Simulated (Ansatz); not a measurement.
`F[SiH2]C[SiH2]Cl` + PH₃ → `F[SiH2]P` + `C[SiH2]Cl` at 400 K and 1 bar (ligand exchange at the Si–C bond).

Program: Ansatz. Geometries: PBE0-D4/def2-TZVP. ΔE: electronic, gas phase. CCSD(T)/CBS is the MP2 limit (def2-TZVPP, def2-QZVPP) plus CCSD(T) − MP2 in def2-TZVPP, frozen cores. This one scheme is used for every species. One conformer a species, not always the lowest.

```json
{"species": "`F[SiH2]C[SiH2]Cl`", "CCSD(T)/CBS energy (Eh)": "-1179.52116", "H − E (kJ/mol)": "210.1", "S (J/(mol·K))": "419.1"}
{"species": "PH₃", "CCSD(T)/CBS energy (Eh)": "-342.72256", "H − E (kJ/mol)": "77.1", "S (J/(mol·K))": "221.7"}
{"species": "`F[SiH2]P`", "CCSD(T)/CBS energy (Eh)": "-732.27050", "H − E (kJ/mol)": "123.1", "S (J/(mol·K))": "326.9"}
{"species": "`C[SiH2]Cl`", "CCSD(T)/CBS energy (Eh)": "-789.97638", "H − E (kJ/mol)": "169.2", "S (J/(mol·K))": "322.9"}
```

H − E and S are ideal-gas, rigid-rotor, harmonic terms from PBE0-D4/def2-TZVP, for one conformer and one mirror image of each species. 1 Eh = 2625.50 kJ/mol, R = 8.31446 J/(mol·K).

Q: By hand: ΔE, ΔH, ΔS and ΔG.

A: ΔE = (-732.27050) + (-789.97638) − (-1179.52116) − (-342.72256) = -0.00316 Eh = -8.3 kJ/mol. Δ(H − E) = 123.1 + 169.2 − 210.1 − 77.1 = 5.1, so ΔH = -3.2 kJ/mol. ΔS = 326.9 + 322.9 − 419.1 − 221.7 = 9.0 J/(mol·K). ΔG = -3.2 − 400 × (9.0)/1000 = -6.8 kJ/mol.

Q: By hand: the equilibrium constant, and the temperature at which ΔG would vanish if ΔH and ΔS stayed fixed.

A: log₁₀ K = −ΔG/(RT ln 10) = 0.9. ΔH and −TΔS have one sign here, so there is no such temperature. One of them is within its doubt of zero, so this could turn.

TΔS isn't small against ΔH here. A doubt of 5 kJ/mol in ΔE shifts log₁₀ K by 0.7 here. Other conformers and mirror images would add mixing entropy, several J/(mol·K) or more a flexible species. Modes under 60 cm⁻¹, often nearly free rotors, make the harmonic entropy too high. These are equilibria of isolated gas molecules and say nothing of rates. Largest T1 diagnostic: 0.013 (customary marks: 0.02 for closed shells, 0.045 for open ones).
